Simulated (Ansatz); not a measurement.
Consider the cleavage of the Si–Si bond: `[SiH3][SiH]1NC[SiH2]1` + `OB(O)[SiH3]` → `OB([SiH3])O[SiH3]` + `C1N[SiH2][SiH2]1`.

Calculated with Ansatz (gas phase, PBE0-D4/def2-TZVP geometries, no zero-point term in ΔE). CBS: MP2 limit from def2 TZ/QZ plus the TZ coupled-cluster correction, frozen cores. One conformer a species, not always the lowest.

```csv
species,CCSD/CBS(def2) energy (Eh)
`[SiH3][SiH]1NC[SiH2]1`,-965.35558
`OB(O)[SiH3]`,-467.29231
`OB([SiH3])O[SiH3]`,-757.60554
`C1N[SiH2][SiH2]1`,-675.08055
```

Problem. Work out ΔE.

Solution. ΔE = (-757.60554) + (-675.08055) − (-965.35558) − (-467.29231) = -0.03820 Eh = -100.3 kJ/mol. CCSD(T)/CBS gives -96.8 kJ/mol.

Largest T1 diagnostic among the species: 0.014.

In def2-TZVPP, CCSD(T) changes the Hartree–Fock value by +24.4 kJ/mol (the triples alone add +3.5 kJ/mol) and MP2 by +18.2 kJ/mol. From PBE to PBE0 (25 % exact exchange), in def2-TZVPP and without D4, ΔE moves by −8.9 kJ/mol.
